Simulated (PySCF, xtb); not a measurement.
H5InN2O, SMILES [NH2][In]([NH2])[OH].

GFN2-xTB (xtb) at its own geometry gives an orbital gap of 2.94 eV and a dipole moment of 3.20 D.

Geometry: PBE-D3(BJ)/def2-SVP. The structure was generated by enumeration; whether it is a known compound was not checked. The def2 effective core potentials stand for the cores of In; spin–orbit coupling is left out. Other conformers were not sampled.

**Question.** What does PySCF with PBE/def2-TZVP give? (Estimate from the structure and the level; the computed values follow.)

**Answer.** gap 3.60 eV (levels -5.86 and -2.26 eV), dipole 2.93 D.
